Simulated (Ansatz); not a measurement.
A CCSD(T) single point on BFGaH$_{3}$O, SMILES `[BH2][Ga]([OH])[F]`.

```yaml
crystal:
  periodic: [false, false, false]
  atoms:
    - {symbol: B, position_ang: [-0.974574, 1.216300, -0.311285]}
    - {symbol: Ga, position_ang: [0.142489, -0.487050, 0.060700]}
    - {symbol: O, position_ang: [1.861611, -0.580297, 0.507892]}
    - {symbol: F, position_ang: [-0.578024, -2.097699, -0.044315]}
    - {symbol: H, position_ang: [-1.055815, 1.665467, -1.413349]}
    - {symbol: H, position_ang: [-1.561609, 1.766557, 0.569360]}
    - {symbol: H, position_ang: [2.165922, -1.483278, 0.631007]}
basis:
  gaussian: {orbitals: def2-SVP}
correlation: {method: ccsd_t}
```

```sh
$ ansatz run in.yaml --threads 2 --pin off --events-out ev --progress --plain --max-ram 4352MiB
```

Log, shortened:

```
Functional definition: HF
877 factors; integrals over basis functions are off by at most 8.1e-4 eV
mean field evaluation 1: about -57781.9921 eV, gradient 4.6e1 eV
mean field evaluation 2: about -57782.0262 eV, gradient 4.6e1 eV
mean field evaluation 4: about -57786.4799 eV, gradient 2.9e0 eV
mean field evaluation 8: about -57786.5246 eV, gradient 3.0e-1 eV
mean field -57786.52497166 eV, -2123.6156235952 hartree, gradient 1.4e-6 eV, S^2 0.000000; 0 other end points of the search recorded, 0 dependent functions left out
12 core orbitals not correlated: weight in the atoms' cores, before any rotation towards them, 1.000 or more for the frozen orbitals, at most 0.000 for the correlated occupied ones
reference -57786.52497166 eV, -2123.6156235952 hartree; 16, 16 occupied and 61, 61 virtual orbitals, 877 factors
second order -18.07455170 eV of doubles, -0.00000000 eV of singles
cycle   1  -17.78295134 eV  change    2.9e-1 eV  update   1.2e-1
cycle   2  -18.32932514 eV  change   -5.5e-1 eV  update   3.6e-2
cycle   3  -18.45782434 eV  change   -1.3e-1 eV  update   2.0e-2
cycle   4  -18.44702556 eV  change    1.1e-2 eV  update   5.1e-3
cycle   5  -18.44315162 eV  change    3.9e-3 eV  update   2.6e-3
cycle   6  -18.44382648 eV  change   -6.7e-4 eV  update   8.3e-4
cycle   7  -18.44377185 eV  change    5.5e-5 eV  update   3.5e-4
cycle   8  -18.44363403 eV  change    1.4e-4 eV  update   1.4e-4
cycle   9  -18.44364402 eV  change   -1.0e-5 eV  update   7.1e-5
cycle  10  -18.44369524 eV  change   -5.1e-5 eV  update   3.6e-5
cycle  11  -18.44366360 eV  change    3.2e-5 eV  update   1.6e-5
perturbative correction -0.43664851 eV, -0.0160465369 hartree
Total energy: -57805.40528378 eV, -2124.3094622678 hartree
```

Run time 5 s (2 threads of an Arm Neoverse V1 on a shared host); peak host memory 0.36 GiB.

MP2 recovers 95.7 % of the CCSD(T) correlation energy and the triples give 2.3 %; T1 = 0.0146.
